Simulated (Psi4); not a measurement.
C6H8, charge +1, doublet (typed; the unrestricted solution is spin-contaminated), geometry from GFN2-xTB (a state made from the parent by changing its charge; the spin is typed, not shown lowest); MP2/STO-3G (Psi4).

Here is a job for Psi4.
```
memory 2 GB

molecule {
1 2
C     0.33777859   -1.27119403    0.50830410
C     1.38619386   -0.46392341    0.15904041
C     1.15760842    0.83601018   -0.35083035
C    -0.11673432    1.30352659   -0.52496973
C    -1.31124526    0.51800755   -0.20693935
C    -1.06417492   -0.86546475    0.38603412
H     0.52791845   -2.25931872    0.90506448
H     2.40255978   -0.81093719    0.27238558
H     2.00489873    1.45562446   -0.60468586
H    -0.27631911    2.29612063   -0.92403381
H    -1.91711012    0.44762770   -1.12389881
H    -1.95544290    1.11993296    0.45097914
H    -1.59954793   -1.63992818   -0.18295065
H    -1.52351506   -0.95089445    1.38330471
}

set {
  basis sto-3g
  reference uhf
}

energy('mp2')
print_variables()
```

Output, abridged:

```
    SCF Algorithm Type (re)set to DF.

   => Loading Basis Set <=

    Name: STO-3G
    Role: ORBITAL
    Keyword: BASIS

         ---------------------------------------------------------
                                   SCF
               by Justin Turney, Rob Parrish, Andy Simmonett
                          and Daniel G. A. Smith
                              UHF Reference
         ---------------------------------------------------------

  ==> Geometry <==

    Molecular point group: c1
    Full point group: C1

    Geometry (in Angstrom), charge = 1, multiplicity = 2:

       Center              X                  Y                   Z               Mass
    ------------   -----------------  -----------------  -----------------  -----------------
         C            0.308822815024    -1.275429445610     0.510487220762    12.000000000000
         C            1.357238085024    -0.468158825610     0.161223530762    12.000000000000
         C            1.128652645024     0.831774764390    -0.348647229238    12.000000000000
         C           -0.145690094976     1.299291174390    -0.522786609238    12.000000000000
         C           -1.340201034976     0.513772134390    -0.204756229238    12.000000000000
         C           -1.093130694976    -0.869700165610     0.388217240762    12.000000000000
         H            0.498962675024    -2.263554135610     0.907247600762     1.007825032230
         H            2.373604005024    -0.815172605610     0.274568700762     1.007825032230
         H            1.975942955024     1.451389044390    -0.602502739238     1.007825032230
         H           -0.305274884976     2.291885214390    -0.921850689238     1.007825032230
         H           -1.946065894976     0.443392284390    -1.121715689238     1.007825032230
         H           -1.984398674976     1.115697544390     0.453162260762     1.007825032230
         H           -1.628503704976    -1.644163595610    -0.180767529238     1.007825032230
         H           -1.552470834976    -0.955129865610     1.385487830762     1.007825032230

  Running in c1 symmetry.

  Rotational constants: A =      0.17334  B =      0.16756  C =      0.08784 [cm^-1]
  Rotational constants: A =   5196.50225  B =   5023.45759  C =   2633.25267 [MHz]
  Nuclear repulsion =  219.492250385588221

  Charge       = 1
  Multiplicity = 2
  Electrons    = 43
  Nalpha       = 22
  Nbeta        = 21

  ==> Algorithm <==

  SCF Algorithm Type is DF.
  DIIS enabled.
  MOM disabled.
  Fractional occupation disabled.
  Guess Type is SAD.
  Energy threshold   = 1.00e-08
  Density threshold  = 1.00e-08
  Integral threshold = 1.00e-12

  ==> Primary Basis <==

  Basis Set: STO-3G
    Blend: STO-3G
    Number of shells: 26
    Number of basis functions: 38
    Number of Cartesian functions: 38
    Spherical Harmonics?: true
    Max angular momentum: 1

   => Loading Basis Set <=

    Name: (STO-3G AUX)
    Role: JKFIT
    Keyword: DF_BASIS_SCF

  ==> Integral Setup <==

  SCF_SUBTYPE=INCORE selected. In-core MEM_DF algorithm will be used.
  Using in-core AOs.

  ==> MemDFJK: Density-Fitted J/K Matrices <==

    J tasked:                   Yes
    K tasked:                   Yes
    wK tasked:                   No
    Algorithm:                 Core
    Schwarz Cutoff:           1E-12
    Mask sparsity (%):       1.2465
    Fitting Condition:        1E-10

   => Auxiliary Basis Set <=

  Basis Set: (STO-3G AUX)
    Blend: DEF2-UNIVERSAL-JKFIT
    Number of shells: 198
    Number of basis functions: 594
    Number of Cartesian functions: 694
    Spherical Harmonics?: true
    Max angular momentum: 4

  Minimum eigenvalue in the overlap matrix is 1.7777416583E-01.
  Reciprocal condition number of the overlap matrix is 6.8750643110E-02.
    Using symmetric orthogonalization.

  ==> Pre-Iterations <==

  SCF Guess: Superposition of Atomic Densities via on-the-fly atomic UHF (no occupation information).

   -------------------------
    Irrep   Nso     Nmo
[...]
[...]
      22A     -0.524159

    Alpha Virtual:

[...]
      38A      0.807521

    Beta Occupied:

[...]
    Beta Virtual:

[...]
    Final Occupation by Irrep:
              A
    DOCC [    21 ]
    SOCC [     1 ]
    NA   [    22 ]
    NB   [    21 ]

  @DF-UHF Final Energy:  -228.84349548225669

   => Energetics <=

    Nuclear Repulsion Energy =            219.4922503855882212
    One-Electron Energy =                -733.7200498571176013
    Two-Electron Energy =                 285.3843039892726665
    Total Energy =                       -228.8434954822566851

  UHF NO Occupations:
  HONO-2 :   20  A 1.9990736
  HONO-1 :   21  A 1.9367979
  HONO-0 :   22  A 1.0000000
  LUNO+0 :   23  A 0.0632021
  LUNO+1 :   24  A 0.0009264
  LUNO+2 :   25  A 0.0008408
  LUNO+3 :   26  A 0.0003872

Computation Completed

Properties will be evaluated at   0.000000,   0.000000,   0.000000 [a0]

Properties computed using the SCF density matrix

 Multipole Moments:

 ------------------------------------------------------------------------------------
     Multipole            Electronic (a.u.)      Nuclear  (a.u.)        Total (a.u.)
 ------------------------------------------------------------------------------------

 L = 1.  Multiply by 2.5417464519 to convert [e a0] to [Debye]
 Dipole X            :          2.7445999           -2.4076132            0.3369867
 Dipole Y            :          0.4014578           -0.3521661            0.0492916
 Dipole Z            :         -0.2069291            0.1815220           -0.0254071
 Magnitude           :                                                    0.3415190

 ------------------------------------------------------------------------------------

  //>>>>>>>>>>>>>>>>>>>>>>>>>>>>>>>>>>>//
  //               DFMP2               //
  //<<<<<<<<<<<<<<<<<<<<<<<<<<<<<<<<<<<//

   => Loading Basis Set <=

    Name: (STO-3G AUX)
    Role: RIFIT
    Keyword: DF_BASIS_MP2

	 --------------------------------------------------------
	                          DF-MP2
	      2nd-Order Density-Fitted Moller-Plesset Theory

	        Rob Parrish, Justin Turney, Andy Simmonett,
	           Ed Hohenstein, and C. David Sherrill
	 --------------------------------------------------------

	 --------------------------------------------------------
	                 NBF =    38, NAUX =   400
	 --------------------------------------------------------
	   CLASS    FOCC     OCC    AOCC    AVIR     VIR    FVIR
	   ALPHA       0      22      22      16      16       0
	    BETA       0      21      21      17      17       0
	 --------------------------------------------------------

	-----------------------------------------------------------
	 ==================> DF-MP2 Energies <====================
	-----------------------------------------------------------
	 Reference Energy          =    -228.8434954822566851 [Eh]
	 Singles Energy            =      -0.0000000000000000 [Eh]
	 Same-Spin Energy          =      -0.0520878611896084 [Eh]
	 Opposite-Spin Energy      =      -0.2503914892396847 [Eh]
	 Correlation Energy        =      -0.3024793504292931 [Eh]
	 Total Energy              =    -229.1459748326859653 [Eh]
	-----------------------------------------------------------
	 ================> DF-SCS-MP2 Energies <==================
	-----------------------------------------------------------
	 SCS Same-Spin Scale       =       0.3333333333333333 [-]
	 SCS Opposite-Spin Scale   =       1.2000000000000000 [-]
	 SCS Same-Spin Energy      =      -0.0173626203965361 [Eh]
	 SCS Opposite-Spin Energy  =      -0.3004697870876217 [Eh]
	 SCS Correlation Energy    =      -0.3178324074841578 [Eh]
	 SCS Total Energy          =    -229.1613278897408463 [Eh]
	-----------------------------------------------------------

  Variable Map:
  ----------------------------------------------------------------------------
[...]
  Array Variable Map:
  ----------------------------------------------------------------------------
[...]
[...]
```
